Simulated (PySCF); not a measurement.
A GIAO shielding run with PySCF 2.14.0 with density-fitted response routines (density fitting, non-relativistic, gas phase) on SMILES C[C@@H](F)[Si](N)(N)CF, C₃H₁₀F₂N₂Si:

```
$ OMP_NUM_THREADS=1 python probes_run.py task.json out

{"job": {"kind": "nmr", "xc": "PBE0", "basis": "pcSseg-1"}, "charge": 0, "multiplicity": 1}
C      2.308560     0.421404     0.128778
C      1.187823    -0.160527    -0.711344
F      1.450787    -1.518185    -0.921271
Si    -0.534492    -0.011239     0.118730
N     -0.834470     1.655051     0.430412
N     -0.436002    -1.022775     1.515389
C     -1.920437    -0.522221    -1.112048
F     -3.143511    -0.463662    -0.460545
H      2.293588    -0.010812     1.125384
H      3.276498     0.219855    -0.326426
H      2.169771     1.494892     0.206541
H      1.207622     0.283090    -1.711957
H     -1.790780     1.950463     0.544710
H     -0.243238     2.151445     1.077128
H      0.084346    -1.884384     1.446946
H     -1.260233    -1.163913     2.079679
H     -2.008961     0.137419    -1.976232
H     -1.815629    -1.549583    -1.465529
```

Hardware: 1 thread of an Arm Neoverse N1, shared host. The job also computes population analyses, field gradients.

(1) How large is the calculation?

(2) How long does it take, and how much memory does it need?

## Answers

(1) 74 electrons, 193 basis functions and 1016 auxiliary functions.

(2) 57 s of wall time, with 14 SCF cycles and 4 response iterations; peak memory 0.86 GiB. Times on a shared host scatter by some tens of per cent.
